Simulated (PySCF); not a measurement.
**Worked example: refractive index and permittivity of the vapour**

C2H3ClFGa, SMILES C=[CH][Ga]([F])[Cl].

Geometry: ωB97X-D3(BJ)/def2-SVP. The structure was generated by enumeration; whether it is a known compound was not checked. Other conformers were not sampled.

CAM-B3LYP/def2-TZVP (PySCF) gives a mean static polarisability of 58.4 bohr³ and a dipole moment of 3.35 D. Take an ideal gas at 298.15 K and 1 bar, whether or not the substance is that volatile.

Problem. Work out n − 1 in the optical limit and the static ε − 1.

Solution. 
Polarisability volume α' = 58.4 × 0.148185 = 8.65 Å³. Number density N = p/kT = 2.43e-5 Å⁻³.
Dilute limit of Lorentz–Lorenz: n − 1 = 2π N α' = 0.0013.
Orientation term of Debye: μ²/(3kT) = 8.098 Å³ × μ²(D²) = 90.88 Å³.
ε − 1 = 4π N (α' + μ²/3kT) = 0.030. Orientation of the dipole supplies 91 % of the static response; it can't follow optical fields. Vibrational polarisation and dispersion are left out.
